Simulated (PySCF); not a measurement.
CuH, SMILES [CuH] (connectivity only; charge and spin as stated), neutral, multiplicity 1. Coordinates come from a PBE-D3(BJ)/def2-TZVPD optimisation. The multiplicity is an assumed one; other spin states were not compared.

Level of theory: PBE-D3(BJ)/def2-TZVPD run with PySCF 2.14.0.

Harmonic wavenumbers (cm⁻¹): 1898. Rotational constants (GHz): 233.5 (linear); symmetry number 1.

Work out the zero-point energy and the ideal-gas rigid-rotor harmonic-oscillator thermochemistry at 298.15 K and 1 atm.

ZPE = ½ Σ hcν = ½ × 1898 cm⁻¹ = 2.71 kcal/mol. H − E(el) = 4.79 kcal/mol. Entropy in cal/(mol K): translation 38.41, rotation 8.51, vibration 0.00, total 46.92. G − E(el) = -9.20 kcal/mol. Cp = 6.97 cal/(mol K).
